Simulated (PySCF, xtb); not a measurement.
CH₉N₃Ti, SMILES [CH3][Ti]([NH2])([NH2])[NH2], multiplicity 1.

GFN2-xTB run with xtb at its own geometry gives an orbital gap of 2.82 eV and a dipole moment of 0.71 D.

Geometry optimised at PBE0-D3(BJ)/def2-SVP. The spin state was assumed, not searched. One conformer was computed; it need not be the lowest.

### Question
What does ωB97X/def2-TZVP run with PySCF give? (Estimate from the structure and the level; the computed values follow.)

### Answer
gap 10.98 eV (levels -9.41 and 1.57 eV), dipole 1.09 D.
